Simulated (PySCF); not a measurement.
Static response to an electric field

Species: C4H6F4O.
Structure used (GFN2-xTB), in Å, numbered top down from 1:
```
atom  x, y, z in Å
O1    -1.7387   -1.0844   -0.3616
C2    -0.6170   -0.2390   -0.4190
C3    -0.9934    1.1835    0.0159
F4    -2.0072    1.6245   -0.8022
C5     0.4356   -0.8710    0.4998
C6     1.7848   -0.1878    0.4488
F7     2.7332   -0.9275    1.0382
F8     2.2034    0.0472   -0.8028
F9     1.7917    1.0014    1.0761
H10   -2.4721   -0.6528   -0.8181
H11   -0.2280   -0.1960   -1.4500
H12   -1.3832    1.1956    1.0382
H13   -0.1653    1.8869   -0.0932
H14    0.5708   -1.9094    0.1911
H15    0.0811   -0.8631    1.5320
```

Level: PBE0/def2-SVPD (PySCF), static field, nuclei fixed, core orbitals frozen in the response. The polarisability tensor in these axes (au):

```
x   62.16 -1.45  3.27
y   -1.45 56.50 -0.67
z    3.27 -0.67 53.01
```

Q: Diagonalise the tensor; give its mean and Δα, where Δα² is half the sum of the squared differences of the eigenvalues.

A: Principal values 51.95, 56.16 and 63.57 au; mean 57.23 au = 8.48 Å³ = 9.44 × 10⁻⁴⁰ C²·m²/J; Δα = 10.19 au (18 % of the mean).

Q: What is the dipole moment, and where does it point?

A: (-0.83, -0.22, 0.27) D, 0.90 D in size, pointing from the negative to the positive side. Measured along this direction, the outermost atoms are F8 at the negative end and H10 at the positive end.

Q: In TDDFT the mean static polarisability is Σ f/ω² over all singlet excitations (ω in hartree). How much of it do the 6 lowest give? Their energies (eV) and oscillator strengths: 7.57, 0.0106; 8.24, 0.0052; 8.62, 0.0471; 8.86, 0.0437; 9.08, 0.0029; 9.39, 0.0066.

A: They add up to 1.16 au, 2.0 % of the 57.23 au; the largest single term is 0.47 au, from the state at 8.62 eV. Terms in order: 0.14, 0.06, 0.47, 0.41, 0.03, 0.06 au. Higher excitations give the rest. The strengths listed sum to 0.116.

Q: Find the Langevin capture rate constant for NO+ (29.998 u) meeting this molecule (146.035 u), k = 2.342 × 10⁻⁹ cm³/s × √(α in Å³ / reduced mass in u).

A: The reduced mass is 24.89 u, so k = 1.37 × 10⁻⁹ cm³/s. The formula leaves out the permanent dipole, which adds to the capture rate.

Q: Molar refractivity from α?

A: Lorentz–Lorenz: R = (4π/3)N_A α = 2.5225 cm³/(mol·Å³) × 8.48 Å³ = 21.4 cm³/mol, in the limit of long wavelengths.

The structure is a single GFN2-xTB conformer in the gas phase; no vibrational or solvent corrections.
